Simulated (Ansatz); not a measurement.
Computed with Ansatz on PBE0-D4/def2-TZVP structures; ΔE is electronic, products minus reactants. CBS: MP2 limit from def2 TZ/QZ plus the TZ coupled-cluster correction, frozen cores. This one scheme is used for every species. DFT in def2-TZVPP. def2 core potentials past Kr. For Sn outer-core shells are correlated without core-valence functions, which leaves a few kJ/mol of doubt a bond. One conformer a species, not always the lowest.

Reaction (stannylene formation by 1,1-elimination): `[NH2][SnH]([OH])[SH]` → NH₃ + `[OH][Sn][SH]`

```tsv
level	ΔE (eV)
revPBE-D4	-0.58
MP2/def2-SVP	-0.21
CCSD/def2-SVP	-0.34
MP2/def2-TZVPP	-0.32
CCSD/def2-TZVPP	-0.30
HF/def2-QZVPP	-0.38
MP2/def2-QZVPP	-0.34
CCSD/CBS(def2)	-0.33
```

(1) What does CCSD(T)/CBS give? (An estimate is asked.)

Largest T1 diagnostic among the species: 0.017.

Answers

(1) Computed: -0.30 eV. The listed levels differ from it by -0.28, 0.09, -0.04, -0.02, 0.00, -0.08, -0.04, -0.03 eV.

In def2-TZVPP, CCSD(T) changes the Hartree–Fock value by +0.10 eV (the triples alone add +0.02 eV) and MP2 by +0.06 eV. From r2SCAN to r2SCAN0 (25 % exact exchange), in def2-TZVPP and without D4, ΔE moves by +0.07 eV. At CCSD(T), def2-SVP lies −0.04 eV from the extrapolated value and def2-TZVPP +0.03 eV.
